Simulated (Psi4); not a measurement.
A dimer, CH2O ··· C3H6O (SMILES C=O and CC(C)=O), singlet; the first 4 atoms form monomer A.

```
14

C     -0.0058     0.0010    -0.0002
O      1.1739    -0.2080     0.0422
H     -0.7481    -0.8207    -0.0139
H     -0.4201     1.0277    -0.0281
C      0.3590     3.9668     0.5229
C     -0.1840     2.8180     1.3440
C      0.8376     1.9557     2.0523
O     -1.3700     2.6011     1.4300
H      0.9650     4.6265     1.1490
H     -0.4595     4.5284     0.0794
H      1.0150     3.5873    -0.2647
H      0.3402     1.1499     2.5866
H      1.5479     1.5409     1.3328
H      1.4159     2.5613     2.7548
```

What interaction energy does SAPT0/jun-cc-pVDZ, frozen core run with Psi4 give, and which attractive term is the largest?

Total 7.74 kJ/mol: electrostatics -31.52, exchange 68.17, induction -9.29, dispersion -19.61. The most attractive term is electrostatics.
